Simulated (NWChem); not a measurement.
phosphorus nitride (PN); SMILES N#P

```xyz
2

N      0.0000     0.0000     1.0087
P      0.0000     0.0000    -0.4707
```
Atoms are numbered in this order, from 1.

All runs: NWChem. Pople sets run with spherical d functions. All runs use the structure optimised with PBE0-D3(BJ)/def2-TZVP.

Problem. What does the run give for PBE/6-31+G*? Quantities: highest occupied level (eV); orbital gap (eV); dipole (D).

Solution. 
| Quantity | Value |
|---|---|
| highest occupied level (eV) | -7.79 |
| orbital gap (eV) | 4.51 |
| dipole (D) | 2.61 |
